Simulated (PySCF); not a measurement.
## In: ionisation energy

In [Kr] 4d10 5s2 5p1 (2P) → In⁺ [Kr] 4d10 5s2 (1S), as a difference of total energies. Computed with PySCF 2.14 in aug-cc-pwCVTZ-DK3 with one added diffuse shell each of s, p, d, f type (11s10p8d5f1g, 125 functions), with scalar relativity by spin-free X2C-1e. Correlated levels: valence: [Kr] 4d10 frozen; valence and next inner shell: [Ar] 3d10 frozen. The calculations carry no spin-orbit coupling.

Task: Order these methods by the ionisation energy they give, lowest first.
A. LDA
B. UHF
C. M06
D. SCS-MP2 (valence)

Result: B (5.219 eV), D (5.395 eV), C (5.469 eV), A (5.729 eV).

A first-order spin-orbit estimate (lowest level to lowest level, LS coupling) adds 0.162 eV.

Errors of the correlated levels include the incompleteness of this basis and the frozen core.

For comparison: 5.786 eV (measured; NIST Atomic Spectra Database, ionization energies).
